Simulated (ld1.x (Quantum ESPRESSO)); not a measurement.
## Cu: excitation energies, all-electron against PAW

ld1.x (Quantum ESPRESSO) 7.5 input, shortened:

```
&input
   title='Cu', zed=29., rel=1, dft='PZ', iswitch=3,
   config='[Ar] 3d10 4s1 4p0'
 /
 &inputp
   pseudotype=3, lpaw=.true., tm=.true., lloc=-1, rcloc=2.35,
   nlcc=.true., new_core_ps=.true.,
   which_augfun='BESSEL', rmatch_augfun=1.25
 /
6
4S  1  0   1.00   0.00  1.65  1.90  0.0
4S  1  0   0.00   2.55  1.65  1.90  0.0
4P  2  1   0.00   0.00  2.35  2.80  0.0
4P  2  1   0.00   0.65  2.35  2.80  0.0
3D  3  2  10.00   0.00  1.30  1.60  0.0
3D  3  2   0.00   0.40  1.30  1.60  0.0
 &test
   configts(1)='3d10 4s1 4p0'
 /
```

Energies are relative to the spin-unpolarised reference configuration 3d10 4s1 4p0; without spin polarisation the order of configurations can differ from experiment. Spin-polarised rows fill each open shell by Hund’s rule, majority spin first.

Give the all-electron excitation energy and the error of the potential for: 3d10 4s0 4p0; 3d9 4s0 4p0; 3d8 4s0 4p0; 3d10 4s0.5 4p0; 3d9 4s2 4p0; 3d7 4s0 4p0; 3d9 4s1 4p1; 3d10 4s1 4p0 (spin-polarised); 3d9 4s0 4p0 (spin-polarised).

| valence configuration | charge | ΔE all-electron (eV) | error AE − PS (meV) |
| --- | --- | --- | --- |
| 3d10 4s0 4p0 | +1 | 8.434 | -6.8 |
| 3d9 4s0 4p0 | +2 | 30.121 | -55 |
| 3d8 4s0 4p0 | +3 | 69.485 | -519 |
| 3d10 4s0.5 4p0 | +0.5 | 3.302 | -1.7 |
| 3d9 4s2 4p0 | 0 | 2.003 | -66 |
| 3d7 4s0 4p0 | +4 | 129.516 | -1998 |
| 3d9 4s1 4p1 | 0 | 6.934 | -54 |
| 3d10 4s1 4p0 (spin-polarised) | 0 | -0.184 | -0.2 |
| 3d9 4s0 4p0 (spin-polarised) | +2 | 29.879 | -55 |

Levels in the configuration 3d7 4s0 4p0:

| level | all-electron (eV) | pseudo (eV) |
| --- | --- | --- |
| 3d | -71.249 | -73.467 |
